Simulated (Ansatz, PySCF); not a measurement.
Species: propane-1,1-diselenol, C$_{3}$H$_{8}$Se$_{2}$ (charge 0, singlet). SMILES: CCC([SeH])[SeH]
Coordinates optimised at B3LYP-D3(BJ)/def2-TZVP (Ansatz, a quantum-chemistry and plane-wave program):
```
C
H 1 1.0924
H 1 1.0929 2 106.52
C 1 1.5239 2 107.38 3 116.74
H 4 1.0888 1 110.49 2 64.11
C 1 1.5281 2 109.63 3 -119.17
H 6 1.0910 1 110.27 2 55.11
H 6 1.0910 7 107.66 1 -122.45
H 6 1.0921 7 107.96 8 -116.02
Se 4 1.9733 5 103.29 1 120.80
H 10 1.4719 4 94.58 5 174.60
Se 4 1.9891 5 107.16 1 -119.39
H 12 1.4693 4 94.51 5 -72.79
```

Unscaled harmonic wavenumbers (cm⁻¹) in rising order, each level at the stationary point that it reaches from this structure (no distance between atoms moves by over 0.3 Å); the order of modes can differ between levels, and a negative number is imaginary. B3LYP-D3(BJ)/def2-TZVP (PySCF, at the structure above): 97, 152, 171, 176, 209, 227, 296, 337, 513, 660, 753, 805, 829, 917, 1036, 1086, 1112, 1182, 1258, 1318, 1369, 1419, 1484, 1499, 1502, 2398, 2415, 3033, 3036, 3063, 3088, 3099, 3103.

HF/3-21G (Ansatz): 91, 172, 189, 191, 229, 245, 319, 359, 566, 754, 830, 888, 910, 973, 1088, 1206, 1215, 1321, 1402, 1469, 1507, 1582, 1654, 1670, 1671, 2340, 2350, 3203, 3219, 3252, 3261, 3280, 3299. Zero-point energy 66.8 against 62.4 kcal/mol; where all levels lie over 400 cm⁻¹, the wavenumbers are on average 1.083 times those of B3LYP-D3(BJ)/def2-TZVP.

HF/6-31G* with LANL2DZ past Ar (Ansatz): 95, 171, 186, 189, 233, 244, 313, 355, 553, 711, 824, 873, 896, 983, 1116, 1194, 1211, 1314, 1381, 1445, 1515, 1570, 1632, 1642, 1647, 2447, 2456, 3210, 3222, 3257, 3272, 3290, 3321. Zero-point energy 66.9 against 62.4 kcal/mol; where all levels lie over 400 cm⁻¹, the wavenumbers are on average 1.079 times those of B3LYP-D3(BJ)/def2-TZVP.

B3LYP/6-31G* with LANL2DZ past Ar (Ansatz): 92, 155, 172, 175, 214, 228, 287, 329, 499, 631, 748, 796, 827, 919, 1044, 1098, 1120, 1205, 1272, 1330, 1386, 1444, 1512, 1527, 1531, 2266, 2279, 3052, 3054, 3088, 3119, 3129, 3136. Zero-point energy 62.4 against 62.4 kcal/mol; where all levels lie over 400 cm⁻¹, the wavenumbers are on average 1.000 times those of B3LYP-D3(BJ)/def2-TZVP.
